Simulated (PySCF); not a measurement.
## YH₄⁻: one-bond stretch

Method: PySCF, PBE0, basis Y def2-TZVPD with ECP28, H def2-TZVPD (scalar-relativistic core potentials, no spin–orbit coupling, density fitting).

Rigid scan from the singlet minimum (Y–H 2.064 Å (×4); H–Y–H 109.5° (×6)). Coordinate: the bond from Y to the last atom (H) scaled, the rest fixed. Energies in kJ/mol from the minimum.

Q: Predict the curve at 0.92, 0.96, 1.00, 1.05, 1.12, 1.20, 1.35, 1.55, 1.80, 2.20.

A: 
| scale of one bond | E (kJ/mol) | dipole size (D, about the centre of mass) |
| --- | --- | --- |
| 0.92 | 9.4 | 0.67 |
| 0.96 | 2.1 | 0.34 |
| 1.00 | 0.0 | 0.00 |
| 1.05 | 2.7 | 0.43 |
| 1.12 | 13.4 | 1.03 |
| 1.20 | 31.5 | 1.73 |
| 1.35 | 72.1 | 3.06 |
| 1.55 | 125.5 | – |
| 1.80 | 181.5 | – |
| 2.20 | 245.4 | – |

At long bonds a restricted determinant can lie too high, and another spin state can fall below this curve.

Other isomers or separated fragments may lie lower.
